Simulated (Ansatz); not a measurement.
Basis-set extrapolation for ClH₃S₃Si (`S[Si](S)(S)Cl`) (PBE0-D4/def2-TZVP geometry, frozen core, Ansatz). Multiplicity 1, RHF reference.

```csv
,def2-TZVPP,def2-QZVPP
HF,-1942.988093,-1943.043083
MP2 correlation,-0.838977,-0.917362
CCSD(T) correlation,-0.950214,not run
```

Energies in hartree. Use E(X) = E(∞) + A·exp(−7.88·√X) for Hartree–Fock and E(X) = E(∞) + B·X^(−2.97) for correlation, with X = 3 and 4, and add CCSD(T) minus MP2 of the smaller set to the MP2 limit.

Q: What is the CCSD(T) energy at the basis-set limit?

A: HF limit: -1943.043083 + (-0.054990) × 0.13774 = -1943.05066. MP2 limit: -0.917362 + (-0.078385) × 0.74074 = -0.97542. Higher-order term: -0.950214 − (-0.838977) = -0.11124. Total: -1944.13732 hartree, 5.42 eV below CCSD(T)/def2-TZVPP.
